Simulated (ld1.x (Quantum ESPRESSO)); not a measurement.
**revPBE PAW dataset for La (Z = 57), scalar-relativistic all-electron reference.**

ld1.x (Quantum ESPRESSO) 7.5 input, shortened:

```
&input
   title='La', zed=57., rel=1, dft='REVPBE', iswitch=3,
   config='[Xe] 4f0 5d1 6s2 6p0'
 /
 &inputp
   pseudotype=3, lpaw=.true., tm=.true., lloc=-1, rcloc=2.90,
   nlcc=.true., rcore=0.80,
   which_augfun='BESSEL', rmatch_augfun=0.60
 /
8
6S  1  0   2.00   0.00  2.75  3.10  0.0
6S  1  0   0.00   0.30  2.75  3.10  0.0
5P  2  1   6.00   0.00  0.70  0.80  0.0
6P  3  1   0.00   0.00  0.70  0.80  0.0
5D  3  2   1.00   0.00  0.65  0.90  0.0
5D  3  2   0.00   0.20  0.65  0.90  0.0
4F  4  3   0.00   0.00  1.15  1.40  0.0
4F  4  3   0.00   0.40  1.15  1.40  0.0
 &test
   configts(1)='4f0 5p6 5d1 6s2 6p0'
 /
```

All-electron outer shells of the reference configuration (revPBE, scalar-relativistic, ld1.x):

| shell | level (eV) | outermost node (bohr) | outermost maximum (bohr) |
| --- | --- | --- | --- |
| 4d | -103.85 | 0.32 | 0.68 |
| 5s | -38.91 | 0.77 | 1.41 |
| 5p | -22.40 | 0.83 | 1.58 |
| 4f | -4.31 | – | 0.75 |
| 6s | -3.64 | 1.86 | 3.84 |
| 5d | -3.06 | 0.95 | 2.21 |
| 6p | -1.34 | 2.21 | 4.93 |

**Question.** Does the generator finish with these settings?

**Answer.** No. ld1.x (Quantum ESPRESSO) 7.5 stopped with "new_paw_hamiltonian: negative rho": the spherical valence density built from the smooth waves and the augmentation charge turned negative at some radius. The 5p radius of 0.80 bohr lies inside the outermost node of the all-electron wave at 0.83 bohr; The 5d radius of 0.90 bohr lies inside the outermost node of the all-electron wave at 0.95 bohr.
